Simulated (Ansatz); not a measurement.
`C=N[SiH](N)F` + `COB(O)F` → `C=N[SiH](O)F` + `COB(N)F`  (redistribution)

Computed with Ansatz on PBE0-D4/def2-TZVP structures; ΔE is electronic, products minus reactants. CCSD(T)/CBS is the MP2 limit (def2-TZVPP, def2-QZVPP) plus CCSD(T) − MP2 in def2-TZVPP, frozen cores. This one scheme is used for every species. Functionals use def2-TZVPP. B3LYP here is the variant with VWN-RPA as its local correlation; programs differ in this. Each species was taken in one conformer, which may not be the lowest.

| level | ΔE (kJ/mol) | difference from CCSD(T)/CBS |
| --- | --- | --- |
| PBE-D4 | -19.5 | 1.4 |
| r2SCAN-D4 | -21.9 | -1.0 |
| PBE0-D4 | -19.7 | 1.2 |
| B3LYP-D4 | -21.2 | -0.3 |
| ωB97X-V | -20.5 | 0.4 |
| ωB97M-V | -20.1 | 0.8 |
| PBE | -20.2 | 0.7 |
| r2SCAN | -22.0 | -1.1 |
| PBE0 | -20.3 | 0.6 |
| B3LYP | -22.3 | -1.4 |
| MP2/def2-TZVPP | -20.8 | 0.1 |
| SCS-MP2/def2-TZVPP | -21.5 | -0.6 |
| CCSD/def2-TZVPP | -20.8 | 0.1 |
| HF/def2-QZVPP | -23.4 | -2.5 |
| HF/CBS(def2) | -23.4 | -2.5 |
| CCSD/CBS(def2) | -21.3 | -0.4 |
| CCSD(T)/CBS | -20.9 | 0 |

Largest T1 diagnostic among the species: 0.013.

CCSD(T)/CBS has its own doubt, a few kJ/mol and more with outer-core shells, so smaller differences from it don't rank the levels.
